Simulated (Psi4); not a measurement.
singlet oxygen (O2), singlet, geometry from GFN2-xTB, atoms displaced at random by about 0.1 Å a coordinate. Base run: Psi4 1.11 with B3LYP/6-311G**.

Here is a job for Psi4.
```
memory 2 GB

molecule {
0 1
O    -0.04919266   -0.04187090   -0.75451405
O     0.15204196    0.02904028    0.56625214
}

set {
  basis 6-311g**
}

optimize('b3lyp')
print_variables()
```

Variants of this job, named by their change:

```tsv
change	ΔE vs base (kcal/mol)	optimiser steps	core-seconds (rough)
base	0.000	7	20
g_convergence = turbomole	0.000	8	10
intrafrag_step_limit = 0.05	0.000	8	20
hess_update = bofill	0.000	7	10
g_convergence = gau_tight	0.000	8	20
hess_update = powell	0.000	7	10
step_type = sd	0.000	6	20
```
